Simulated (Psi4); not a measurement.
IIn, singlet, geometry from GFN2-xTB (such geometries of metal compounds can be far from the true shape) (core potentials on I, In); HF/def2-SVP in Psi4 1.11.

Input for Psi4:
```
memory 2 GB

molecule {
0 1
  In   -0.00000000   -0.00000000   -1.44929646
  I     0.00000000    0.00000000    1.33991559
}

set basis def2-svp

energy('scf')
print_variables()
```

Q: What does Psi4 print? Leave out banner, timings and long lists.

A: 
```
   => Loading Basis Set <=

    Name: DEF2-SVP
    Role: ORBITAL
    Keyword: BASIS

    !!!  WARNING: ECP capability is in beta. Please check occupations closely.  !!!

         ---------------------------------------------------------
                                   SCF
               by Justin Turney, Rob Parrish, Andy Simmonett
                          and Daniel G. A. Smith
                              RHF Reference
         ---------------------------------------------------------

  ==> Geometry <==

    Molecular point group: c2v
    Full point group: C_inf_v

    Geometry (in Angstrom), charge = 0, multiplicity = 1:

       Center              X                  Y                   Z               Mass
    ------------   -----------------  -----------------  -----------------  -----------------
         IN           0.000000000000     0.000000000000    -1.463818272747   114.903878776000
         I            0.000000000000     0.000000000000     1.325393777253   126.904471900000

  Running in c2v symmetry.

  Rotational constants: A = ************  B =      0.03593  C =      0.03593 [cm^-1]
  Rotational constants: A = ************  B =   1077.24333  C =   1077.24333 [MHz]
  Nuclear repulsion =   99.604487081485971

  Charge       = 0
  Multiplicity = 1
  Electrons    = 46
  Nalpha       = 23
  Nbeta        = 23

  ==> Algorithm <==

  SCF Algorithm Type is DF.
  DIIS enabled.
  MOM disabled.
  Fractional occupation disabled.
  Guess Type is SAD.
  Energy threshold   = 1.00e-06
  Density threshold  = 1.00e-06
  Integral threshold = 1.00e-12

  ==> Primary Basis <==

  Basis Set: DEF2-SVP
    Blend: DEF2-SVP
    Number of shells: 20
    Number of basis functions: 52
    Number of Cartesian functions: 56
    Spherical Harmonics?: true
    Max angular momentum: 2

  Core potential: DEF2-SVP
    Number of shells: 8
    Number of ECP primitives: 47
    Number of ECP core electrons: 56
    Max angular momentum: 3

   => Loading Basis Set <=

    Name: (DEF2-SVP AUX)
    Role: JKFIT
    Keyword: DF_BASIS_SCF

  ==> Integral Setup <==

  SCF_SUBTYPE=INCORE selected. In-core MEM_DF algorithm will be used.
  Using in-core AOs.

  ==> MemDFJK: Density-Fitted J/K Matrices <==

    J tasked:                   Yes
    K tasked:                   Yes
    wK tasked:                   No
    Algorithm:                 Core
    Schwarz Cutoff:           1E-12
    Mask sparsity (%):       0.8136
    Fitting Condition:        1E-10

   => Auxiliary Basis Set <=

[...]
   @DF-RHF iter   1:  -485.76515162764730   -4.45489e+00   1.67141e-02 ADIIS/DIIS
   @DF-RHF iter   2:  -485.91786144728337   -1.52710e-01   8.59070e-03 ADIIS/DIIS
   @DF-RHF iter   3:  -485.95014859492494   -3.22871e-02   1.04753e-03 ADIIS/DIIS
   @DF-RHF iter   4:  -485.95119584073962   -1.04725e-03   3.00417e-04 ADIIS/DIIS
   @DF-RHF iter   5:  -485.95133600469148   -1.40164e-04   9.01454e-05 DIIS
   @DF-RHF iter   6:  -485.95135008683155   -1.40821e-05   2.34446e-05 DIIS
   @DF-RHF iter   7:  -485.95135165610156   -1.56927e-06   7.20790e-06 DIIS
   @DF-RHF iter   8:  -485.95135180697235   -1.50871e-07   1.08324e-06 DIIS
   @DF-RHF iter   9:  -485.95135180867209   -1.69973e-09   2.24699e-07 DIIS
  Energy and wave function converged.

  ==> Post-Iterations <==

    Orbital Energies [Eh]
    ---------------------

    Doubly Occupied:

[...]
    Virtual:

[...]
    Final Occupation by Irrep:
             A1    A2    B1    B2
    DOCC [    11,    2,    5,    5 ]
    NA   [    11,    2,    5,    5 ]
    NB   [    11,    2,    5,    5 ]

  @DF-RHF Final Energy:  -485.95135180867209

   => Energetics <=

    Nuclear Repulsion Energy =             99.6044870814859706
    One-Electron Energy =               -1052.2324132663527507
    Two-Electron Energy =                 466.6765743761946510
    Total Energy =                       -485.9513518086720865

Computation Completed

Properties will be evaluated at   0.000000,   0.000000,   0.000000 [a0]

Properties computed using the SCF density matrix

 Multipole Moments:

 ------------------------------------------------------------------------------------
     Multipole            Electronic (a.u.)      Nuclear  (a.u.)        Total (a.u.)
 ------------------------------------------------------------------------------------

 L = 1.  Multiply by 2.5417464519 to convert [e a0] to [Debye]
 Dipole X            :          0.0000000            0.0000000            0.0000000
 Dipole Y            :          0.0000000            0.0000000            0.0000000
 Dipole Z            :         -6.0471968            4.5252529           -1.5219439
 Magnitude           :                                                    1.5219439

 ------------------------------------------------------------------------------------

  Variable Map:
  ----------------------------------------------------------------------------
[...]
  Array Variable Map:
  ----------------------------------------------------------------------------
[...]
[...]
```
